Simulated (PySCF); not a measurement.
**Charge-transfer reorganisation: `N/C=C/C=C\C=[NH2+]`, [C₅H₉N₂]+, charge +1**

Cartesian coordinates in Å; atom numbers follow the order of the lines, from 1:
```xyz
16

N    -3.420    0.062    0.527
C    -2.329   -0.534    0.063
C    -1.030   -0.047    0.151
C     0.033   -0.784   -0.382
C     1.405   -0.493   -0.403
C     1.978    0.652    0.140
N     3.274    0.935    0.127
H    -3.379    0.959    1.001
H    -4.336   -0.362    0.421
H    -2.502   -1.498   -0.429
H    -0.864    0.916    0.644
H    -0.240   -1.735   -0.855
H     2.066   -1.222   -0.879
H     1.351    1.407    0.626
H     3.634    1.789    0.540
H     3.950    0.306   -0.298
```

Total charge +1.

Method: PySCF 2.14.0, UKS B3LYP/def2-SVP four-point reorganisation energy, gas phase. Geometry: B3LYP/def2-SVP.

(1) What is the inner reorganisation energy for electron transfer, with the electron affinity?

## Answers

(1) λ = 0.262 (surface of the reduced species) + 0.470 (surface of the starting species) = 0.732 eV. The electron affinity is 4.44 eV vertical and 4.70 eV adiabatic without zero-point energy; at the relaxed geometry of the reduced species the two energies differ by 5.17 eV. Largest bond changes: C6–N7 1.326 → 1.390 Å, N1–C2 1.327 → 1.387 Å, C3–C4 1.399 → 1.420 Å, C2–C3 1.391 → 1.372 Å, C4–C5 1.402 → 1.416 Å. ⟨S²⟩ of the relaxed reduced species 0.787.
